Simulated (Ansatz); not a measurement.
Computed with Ansatz on PBE0-D4/def2-TZVP structures; ΔE is electronic, products minus reactants. CCSD(T)/CBS is the MP2 limit (def2-TZVPP, def2-QZVPP) plus CCSD(T) − MP2 in def2-TZVPP, frozen cores. This one scheme is used for every species. Functionals use def2-TZVPP. HSE06 is defined as in plane-wave codes. Elements past krypton have def2 core potentials. For Sn outer-core shells are correlated without core-valence functions, which leaves a few kJ/mol of doubt a bond. One conformer a species, not always the lowest.

Reaction (ligand exchange at the Sn–Cl bond): `[F][Sn]([F])([F])[Cl]` + H₂S → `[F][Sn]([F])([F])[SH]` + HCl

Question: Is it downhill or uphill in electronic energy at CCSD(T)/CBS, and by how much? (An estimate is asked.)

Answer: Computed: Uphill: ΔE = +2.3 kcal/mol.

Question: What do these levels give: LDA (SPW92), revPBE-D4, PBE-QIDH, PBE, r2SCAN, r2SCAN0, HSE06, RPA@PBE/def2-TZVPP, MP2/def2-SVP, CCSD(T)/def2-TZVPP, HF/def2-QZVPP, SCS-MP2/def2-QZVPP? (An estimate is asked.)

Answer: The calculation gave: LDA (SPW92) 0.5, revPBE-D4 1.4, PBE-QIDH 2.3, PBE 1.5, r2SCAN 2.5, r2SCAN0 2.5, HSE06 2.1, RPA@PBE/def2-TZVPP 2.4, MP2/def2-SVP 3.2, CCSD(T)/def2-TZVPP 2.2, HF/def2-QZVPP 5.7, SCS-MP2/def2-QZVPP 2.7 kcal/mol.

Largest T1 diagnostic among the species: 0.015.

At CCSD(T), def2-SVP lies +0.8 kcal/mol from the extrapolated value and def2-TZVPP −0.1 kcal/mol. From BLYP to BHLYP (50 % exact exchange), in def2-TZVPP and without D4, ΔE moves by +1.1 kcal/mol.
